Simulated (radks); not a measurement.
Valence configurations of Re (all share [Xe]). Method: scalar-relativistic Kohn-Sham, PBE, spin-polarised, spherical densities, finite nucleus; open shells are filled with parallel spins first (spin-orbit coupling, left out, can overturn this in heavy ions); Fermi nuclear charge, rms radius 5.3698 fm; computed with a radial shooting solver on a logarithmic mesh with Libxc functionals. Energies are relative to 4f14 5d5 6s2; eigenvalues in eV for spin up.

valence,E (eV),moment (Bohr magnetons),e(4f),e(5d),e(6p),e(6s)
4f14 5d5 6s2,0.000,5,-42.023,-6.403,-,-6.558
4f14 5d5.5 6s1.5,0.719,5,-40.892,-5.601,-,-6.259
4f14 5d4.5 6s1.5 6p1,4.254,6,-44.904,-8.641,-2.649,-8.121
4f14 5d7,5.026,3,-38.253,-3.576,-,-
4f14 5d4 6s2 6p1,5.743,5,-46.404,-9.441,-2.765,-8.397
4f13.5 5d5 6s1.5 6p1,23.108,7,-49.888,-9.338,-2.654,-8.231
4f13 5d7 6s1,42.647,5,-49.738,-5.577,-,-5.901
4f13 5d5 6s2 6p1,46.073,7,-56.615,-10.955,-2.792,-8.651
4f12.5 5d5 6s1.5 6p2,75.640,9,-64.894,-13.966,-3.749,-10.196
4f12 5d5 6s2 6p2,104.87,9,-72.165,-15.819,-3.922,-10.662

NIST lists [Xe] 4f14 5d5 6s2 as the ground configuration; this level of theory agrees among the configurations tried. The energies are those of spherical high-spin densities, not of single terms.
